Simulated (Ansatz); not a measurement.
Species: C4H4, charge 0, singlet. C4H4 (SMILES C#CC=C).
B3LYP-D3(BJ)/def2-TZVP minimum from Ansatz (a first-principles code):
```xyz
8

C      0.7841     0.3519     1.7050
C      0.1337     0.1715     0.7093
C     -0.6663    -0.0317    -0.4457
C     -0.1920    -0.4103    -1.6337
H      1.3659     0.5090     2.5795
H     -1.7311     0.1403    -0.3221
H      0.8633    -0.5899    -1.7905
H     -0.8553    -0.5483    -2.4766
```

Total energies in cc-pVDZ, 20 correlated electrons, 4 frozen orbitals. Radicals and triplets start from unrestricted determinants; spin-orbit coupling is neglected. Correlated methods leave the cores frozen. No relativity. The restricted determinant of C4H4 (C#CC=C, singlet) is unstable towards broken spin symmetry in at least one set run.

```json
[
 {"method": "HF", "program": "Ansatz", "energy (Eh)": "-153.72122", "minus CCSDT(Q) (mEh)": "571.65"},
 {"method": "MP2", "program": "Ansatz", "energy (Eh)": "-154.23401", "minus CCSDT(Q) (mEh)": "58.86"},
 {"method": "CCSD", "program": "Ansatz", "energy (Eh)": "-154.26752", "minus CCSDT(Q) (mEh)": "25.35"},
 {"method": "CCSD(T)", "program": "Ansatz", "energy (Eh)": "-154.29023", "minus CCSDT(Q) (mEh)": "2.64"},
 {"method": "CCSDT(Q)", "program": "Ansatz", "energy (Eh)": "-154.29287", "minus CCSDT(Q) (mEh)": "0.00"}
]
```

Rough core times of Ansatz's runs on a shared machine: CCSD(T) under 20 s, CCSDT(Q) 9 min.
